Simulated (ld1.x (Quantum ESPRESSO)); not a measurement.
# Varying the TM potential for Sb

Base potential:

| Quantity | Value |
| --- | --- |
| Element | antimony |
| Generator | ld1.x (Quantum ESPRESSO) 7.5 |
| Type | norm-conserving Troullier–Martins (Kleinman–Bylander form) |
| Functional | PBEsol |
| Relativity | scalar-relativistic |
| Frozen core | [Kr] 4d10 |
| Valence charge | 5 |
| Reference configuration | 5s2 5p3 |
| Partial waves | 5p (bound): rc 1.90 bohr; 5d channel at -0.1 Ry: rc 2.05 bohr; 5s (bound): rc 1.90 bohr |
| Local potential | the s channel |
| Core correction | Bessel-smoothed model core inside 2.00 bohr |

All-electron outer shells of the reference configuration (PBEsol, scalar-relativistic, ld1.x):

```tsv
shell	level (eV)	outermost node (bohr)	outermost maximum (bohr)
4p	-101.63	0.39	0.76
4d	-33.45	0.38	0.84
5s	-12.88	0.95	1.90
5p	-4.84	1.04	2.35
```

Cutoffs, loose and tight: the cutoffs (Ry, on a coarse ladder) from which the occupation-weighted sum of valence levels, in a spherical-Bessel basis at the reference potential, stays within 10 and 1 mRy of its value at 400 Ry. They do not see the model core or the augmentation charge, which bear on the density cutoff. Test errors are all-electron minus pseudo excitation energies from the reference, over the configurations 5s2 5p2; 5s2 5p1; 5s2 5p0; 5s1 5p4; 5s0 5p5; 5s1 5p0; 5s2 5p2.5. A dash means not determined; rows that change the core or the reference have their own tests.

A true bound ghost makes a file unfit for plane-wave use even where its test errors are small: the radial tests pick states by their node count and pass the ghost by.

```tsv
change	outcome	cutoff, loose	cutoff, tight	bound ghosts	largest test error (meV)
base	generated	30 Ry	50 Ry	d	-524
all radii but the core radius scaled by about 0.82 (s 1.56, p 1.56, d 1.68 bohr)	generated	90 Ry	160 Ry	p, d	-563
all radii but the core radius scaled by about 0.90 (s 1.70, p 1.70, d 1.84 bohr)	generated	40 Ry	90 Ry	p, d	-548
all radii but the core radius scaled by about 1.04 (s 1.98, p 1.98, d 2.14 bohr)	generated	25 Ry	35 Ry	d	-515
all radii but the core radius scaled by about 1.19 (s 2.26, p 2.26, d 2.44 bohr)	generated	21 Ry	30 Ry	none	-499
all radii but the core radius scaled by about 1.23 (s 2.34, p 2.34, d 2.52 bohr)	generated	21 Ry	30 Ry	none	-498
all radii but the core radius scaled by about 1.34 (s 2.54, p 2.54, d 2.74 bohr)	generated	15 Ry	25 Ry	none	-509
all radii but the core radius scaled by about 1.37 (s 2.60, p 2.60, d 2.82 bohr)	generated	15 Ry	25 Ry	none	-509
```

(1) What comes out with this change to the base: all radii but the core radius scaled by about 0.97 (s 1.84, p 1.84, d 1.98 bohr)?

(2) What comes out with this change to the base: all radii but the core radius scaled by about 0.78 (s 1.48, p 1.48, d 1.58 bohr)?

(3) What comes out with this change to the base: all radii but the core radius scaled by about 1.12 (s 2.14, p 2.14, d 2.30 bohr)?

Results:

(1) outcome: generated; cutoff, loose: 30 Ry; cutoff, tight: 55 Ry; bound ghosts: d; largest test error (meV): -528.

(2) outcome: generated; cutoff, loose: 120 Ry; cutoff, tight: 180 Ry; bound ghosts: p, d; largest test error (meV): -561.

(3) outcome: generated; cutoff, loose: 21 Ry; cutoff, tight: 35 Ry; bound ghosts: d; largest test error (meV): -504.

Reading the sweep of the scale of all radii but the core radius (base = 1) (base included, trends over the rows without a ghost): The loose cutoff falls from 21 Ry at 1.19 to 15 Ry at 1.37. A larger radius leaves more room for a smooth pseudo-wave, so fewer plane waves are needed; a smaller one forces it to follow the all-electron wave where it bends sharply. The median size of the test errors (rows with all tests solved) falls from 34.2 meV at 1.19 to 26.0 meV at 1.37. This runs against the usual rule that a larger radius transfers worse; these runs do not show why. Bound ghosts are found at 0.78, 0.82, 0.9, 0.97, 1, 1.04, 1.12.
